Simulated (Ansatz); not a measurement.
Basis-set extrapolation for CH₆FNSi (`N[SiH2]CF`) (PBE0-D4/def2-TZVP geometry, frozen core, Ansatz). Multiplicity 1, RHF reference.

```
                      def2-TZVPP   def2-QZVPP
                 HF  -484.296487  -484.314978
    MP2 correlation    -0.762376    -0.823263
CCSD(T) correlation    -0.826521      not run
```

Energies in hartree. Use E(X) = E(∞) + A·exp(−7.88·√X) for Hartree–Fock and E(X) = E(∞) + B·X^(−2.97) for correlation, with X = 3 and 4, and add CCSD(T) minus MP2 of the smaller set to the MP2 limit.

Q: What is the CCSD(T) energy at the basis-set limit?

A: HF limit: -484.314978 + (-0.018491) × 0.13774 = -484.31752. MP2 limit: -0.823263 + (-0.060887) × 0.74074 = -0.86836. Higher-order term: -0.826521 − (-0.762376) = -0.06414. Total: -485.25002 hartree, 333.5 kJ/mol below CCSD(T)/def2-TZVPP.
